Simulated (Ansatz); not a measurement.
A nudged elastic band was laid between two geometries of F$_{3}$H$_{3}$W (7 atoms, charge 0, multiplicity 1).

The calculation used RHF/def2-SVP (Ansatz).

```json
{
  "movable images": "9",
  "climbing image": "yes",
  "spring": "0.1 eV/Å²",
  "optimiser": "quadratic models (default)",
  "start path": "through a guess of the saddle point",
  "force threshold": "0.05 eV/Å",
  "iteration limit": "60",
  "end points": "relaxed"
}
```

Initial state:

```xyz
7
Properties=species:S:1:pos:R:3
W 0.085 0.410 0.108
H 0.149 -1.198 1.170
F 1.884 0.423 0.503
F 0.017 2.260 -0.312
F -1.729 0.203 0.346
H 0.209 -1.503 0.432
H 0.195 -0.465 -1.309
```

Final state:

```xyz
7
Properties=species:S:1:pos:R:3
W -0.859 0.560 -0.131
H 1.884 -1.127 0.753
F 2.514 -0.483 0.720
F 0.199 2.048 0.053
F -2.557 -0.073 -0.436
H -0.398 -0.399 1.168
H 0.025 -0.395 -1.187
```

(1) What changes between the two ends?

(2) Give the energies along the band, and the barrier.

(3) What is the geometry of the highest image?

Answers

(1) Bonds broken: W1–H2, W1–F3, H2–H6. Bonds formed: H2–F3. F3H3W becomes F2H2W + FH.

(2) It converged. The highest image is number 4 of 0 to 10, 1.70 eV above the first end and 0.86 eV above the last; the last end lies 0.84 eV above the first. Another band between the same ends (9 images) ends at a top of the same energy, where a vibrational analysis finds 1 clearly imaginary mode. The orbitals stay closed-shell, which can raise the energy where a bond breaks towards radicals; this wasn't checked here.

```csv
image,path coordinate (Å),energy (eV),W1–H2 (Å),W1–F3 (Å),H2–H6 (Å)
0,0.00,0.00,1.93,1.84,0.80
1,0.48,0.21,2.14,1.85,0.76
2,0.96,0.38,2.19,1.86,0.75
3,1.43,0.87,2.01,1.94,0.77
4,1.91,1.70,1.98,2.12,0.99
5,2.36,1.20,2.29,2.34,1.44
6,2.80,0.99,2.70,2.54,1.85
7,3.23,0.92,3.05,2.89,2.10
8,3.64,0.87,3.26,3.27,2.23
9,4.02,0.85,3.35,3.55,2.31
10,4.38,0.84,3.34,3.63,2.43
```

(3) 
```xyz
7
Properties=species:S:1:pos:R:3:forces:R:3
W -0.317 0.399 -0.012 0.00 0.00 0.00
H 0.979 -0.798 0.877 0.00 0.00 0.00
F 1.655 0.132 0.717 0.00 0.00 0.00
F 0.331 2.136 -0.120 0.00 0.00 0.00
F -2.070 -0.132 0.065 0.00 0.00 0.00
H 0.081 -1.222 0.817 0.00 0.00 0.00
H 0.151 -0.385 -1.404 0.00 0.00 0.00
```

Time of the run: 3 min on 2 threads of Arm Neoverse V2, on a shared host, peak memory 0.17 GiB.
